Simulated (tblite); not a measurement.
H8P4Si2.
Structure used (GFN2-xTB), in Å, numbered top down from 1:
```
atom  x, y, z in Å
Si1    2.5325    0.9130   -0.2403
P2     0.4755    0.4715   -1.0791
P3     0.2889   -1.7170   -0.7874
P4    -0.0079   -1.3431    1.3483
P5    -0.5821    0.7369    0.8419
Si6   -2.6608    0.4955   -0.0257
H7     2.7390    0.2182    1.0406
H8     3.4675    0.4081   -1.2537
H9     2.5604    2.3664   -0.0831
H10    1.6509   -2.0205   -0.6793
H11   -1.2905   -1.8995    1.4001
H12   -2.7121   -0.6340   -0.9677
H13   -3.5200    0.2348    1.1361
H14   -2.9419    1.7690   -0.6878
```

Level: GFN2-xTB in tblite, geometry and Hessian alike; calculated harmonic values, unscaled, isolated species. This tight-binding method is rough: wavenumbers can miss measured ones by several per cent, in bad cases by 10 to 20. Modes of hydrogen on phosphorus and silicon can be 10 to 20 % off. One conformer, not necessarily the lowest.

Harmonic wavenumbers (cm⁻¹): 64.1, 89.4, 98.2, 111.9, 121.7, 130.0, 159.9, 228.5, 403.3, 425.7, 433.9, 462.2, 465.1, 490.7, 496.8, 517.4, 519.7, 543.5, 621.7, 692.6, 712.0, 715.6, 719.5, 728.1, 729.0, 761.8, 766.2, 818.4, 2168.3, 2170.9, 2201.8, 2206.0, 2214.3, 2228.4, 2259.5, 2263.1.

A = 1449, B = 846.3, C = 735.4 MHz; mass 187.911 u (most abundant isotopes); point group C2, symmetry number 2.

**Question.** What is the zero-point energy?

**Answer.** Half the sum of the wavenumbers: 15370 cm⁻¹ = 183.86 kJ/mol.

**Question.** Give the ideal-gas entropy at 298.15 K and 1 bar in the rigid-rotor, harmonic-oscillator model (classical rotation).

**Answer.** Translation 174.16, rotation 120.83, vibration 147.76: S = 442.7 J/(mol K).

**Question.** And Cp and H(298.15 K) − H(0)?

**Answer.** Cp = 184.98 J/(mol K), of which vibrations give 151.72 (their classical limit is 36 R = 299.3); H(298.15 K) − H(0) = 33.59 kJ/mol without the zero-point energy, 23.67 from vibrations.

**Question.** How do the functions run with temperature in this model?

**Answer.** 
```
T (K)  S (J/(mol K))  Cp (J/(mol K))  H − H(0) (kJ/mol)  G − H(0) (kJ/mol)  ln q(vib)
  100          300.1            88.7               5.93             -24.08       1.85
  200          377.5           141.7              17.41             -58.09       5.05
  300          443.9           185.6              33.93             -99.24       8.28
  500          551.4           233.3              76.42            -199.27      14.39
  800          669.9           270.3             152.50            -383.42      22.22
 1000          732.0           285.8             208.21            -523.79      26.68
```

q(vib) and H(0) count from the zero-point level.

**Question.** Which modes carry the vibrational entropy at 298.15 K?

**Answer.** 64.1 cm⁻¹: 18.10; 89.4 cm⁻¹: 15.37; 98.2 cm⁻¹: 14.60; 111.9 cm⁻¹: 13.54; 121.7 cm⁻¹: 12.86; 130.0 cm⁻¹: 12.33 J/(mol K); the other 30 give 60.96 together.

**Question.** Blend soft modes into free rotors: weight 1/[1 + (100 cm⁻¹/ν̃)⁴] for the oscillator and the rest for a rotor with moment μB/(μ + B), μ = h/(8π²ν), B = 10⁻⁴⁴ kg m². What vibrational entropy results?

**Answer.** 139.19 J/(mol K) in place of 147.76, which changes −T·S at 298.15 K by +2.55 kJ/mol.

Hindered rotation and anharmonicity are outside this model. Other conformers, if any are populated, would add a mixing term that is left out. The structure is chiral; the term R ln 2 for an equal mix with its mirror image is left out.

Hardware: one thread of an Arm Neoverse N1, no GPU, shared host. The figure is for the frequency step alone.
